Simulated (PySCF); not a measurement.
## F³⁺ (fluorine, charge +3) across methods

[He] 2s2 2p2, high-spin 3P determinant. All numbers are calculated (PySCF 2.14, the non-relativistic Hamiltonian (point nucleus), in aug-cc-pVTZ).

```
 method  E (hartree)  mean ε 2s α (eV)  mean ε 2s β (eV)  mean ε 2p α (eV)  Σ⟨r²⟩ (bohr²)   ⟨S²⟩
 revPBE     -95.4805           -92.993           -87.746           -75.017          3.586  2.001
    UHF    -95.31645           -108.24           -96.186           -88.050          3.571  2.003
   PBE0     -95.4227           -96.976           -90.259           -78.452          3.579  2.001
    LDA     -94.8273           -92.556           -87.438           -74.875          3.603  2.001
wB97X-V     -95.4933           -99.192           -93.174           -80.673          3.585  2.001
 r2SCAN     -95.4671           -94.654           -88.062           -76.373          3.574  2.002
 M06-2X     -95.4973           -100.03           -93.164           -81.414          3.573  2.001
    PBE     -95.4053           -92.941           -87.715           -75.025          3.588  2.001
r2SCAN0     -95.4708           -98.166           -90.435           -79.439          3.571  2.002
```
